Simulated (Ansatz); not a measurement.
Reaction (redistribution): `F[SiH](Cl)O[SiH3]` + `F[Si](F)(Cl)[NH][GeH2][Cl]` → `F[SiH](Cl)[NH][GeH2][Cl]` + `F[Si](F)(Cl)O[SiH3]`

Gas-phase electronic energies from Ansatz, PBE0-D4/def2-TZVP geometries. CCSD(T)/CBS is the MP2 limit (def2-TZVPP, def2-QZVPP) plus CCSD(T) − MP2 in def2-TZVPP, frozen cores. DFT in def2-TZVPP. For Ge outer-core shells are correlated without core-valence functions, which leaves a few kJ/mol of doubt a bond. Scalar relativity is left out up to krypton. One conformer a species, not always the lowest.

`F[SiH](Cl)O[SiH3]`:

Z-matrix (Å, degrees):
```
Si
Cl 1 2.036
O 1 1.603 2 110.5
F 1 1.584 2 107.3 3 -119.4
H 1 1.466 2 110.1 3 122.5
Si 3 1.647 1 149.6 2 -34.0
H 6 1.483 3 109.5 1 -72.4
H 6 1.483 3 109.5 1 48.2
H 6 1.481 3 107.4 1 168.0
```

`F[Si](F)(Cl)[NH][GeH2][Cl]`:

Cartesian coordinates in Å:
```
F 0.959 0.557 -2.500
Si 0.698 0.994 -1.006
F 1.901 1.954 -0.652
Cl -1.015 2.057 -0.896
N 0.618 -0.336 0.024
Ge -0.726 -0.852 1.160
Cl -2.304 -1.789 0.033
H 1.333 -1.040 -0.101
H -1.323 0.372 1.847
H -0.142 -1.918 2.090
```

`F[SiH](Cl)[NH][GeH2][Cl]`:

Z-matrix (Å, degrees):
```
Si
Cl 1 2.038
N 1 1.695 2 108.8
F 1 1.591 2 106.1 3 120.9
H 1 1.472 2 111.2 3 -123.5
Ge 3 1.831 1 129.6 2 22.3
H 3 1.010 1 116.1 2 -152.3
Cl 6 2.155 3 109.4 1 -89.7
H 6 1.531 3 108.1 1 154.8
H 6 1.526 3 109.6 1 28.0
```

`F[Si](F)(Cl)O[SiH3]`:

Cartesian coordinates in Å:
```
F 2.195 -1.085 -0.260
Si 0.663 -1.256 -0.577
F 0.497 -1.112 -2.136
Cl 0.086 -3.102 -0.028
O -0.189 -0.149 0.178
Si -0.700 1.354 0.610
H -1.788 1.191 1.600
H -1.198 2.061 -0.594
H 0.434 2.098 1.207
```

| species | r2SCAN-D4 energy (Eh) |
| --- | --- |
| `F[SiH](Cl)O[SiH3]` | -1216.82801 |
| `F[Si](F)(Cl)[NH][GeH2][Cl]` | -3543.38906 |
| `F[SiH](Cl)[NH][GeH2][Cl]` | -3444.06059 |
| `F[Si](F)(Cl)O[SiH3]` | -1316.15493 |

Work out ΔE.

ΔE = (-3444.06059) + (-1316.15493) − (-1216.82801) − (-3543.38906) = 0.00155 Eh = +1.0 kcal/mol. CCSD(T)/CBS gives +0.8 kcal/mol.

Largest T1 diagnostic among the species: 0.011.

In def2-TZVPP, CCSD(T) changes the Hartree–Fock value by +0.8 kcal/mol (the triples alone add +0.2 kcal/mol) and MP2 by +0.8 kcal/mol.
